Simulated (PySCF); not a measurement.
How methods differ on the interval between two levels of Ge(2+)

Ge(2+) [Ar] 3d10 4s2 → Ge(2+) [Ar] 3d9 4s2 4p1 [3F4, M_J = 4], as a difference of total energies. All numbers are calculated (PySCF 2.14, the two-component X2C-1e Hamiltonian, in x2c-SVPall-2c with one added diffuse shell each of s, p, d type (6s7p4d, 47 functions)). Correlated levels: [Ne] frozen. "Screened" scales the spin-orbit matrix elements by Boettger's factors to mimic the two-electron term; Breit and QED terms are absent.

```tsv
method	interval between two levels (cm⁻¹)
GHF (spin-free)	253440
GMP2 (spin-free)	266280
GHF (screened spin-orbit)	252460
GMP2 (screened spin-orbit)	265300
```

The labels give the starting determinants; with spin-orbit coupling the two ends relaxed to ⟨J²⟩ = 0.00, ⟨L²⟩ = 0.00, ⟨S²⟩ = 0.00 and ⟨J²⟩ = 20.01, ⟨L²⟩ = 12.01, ⟨S²⟩ = 2.00.
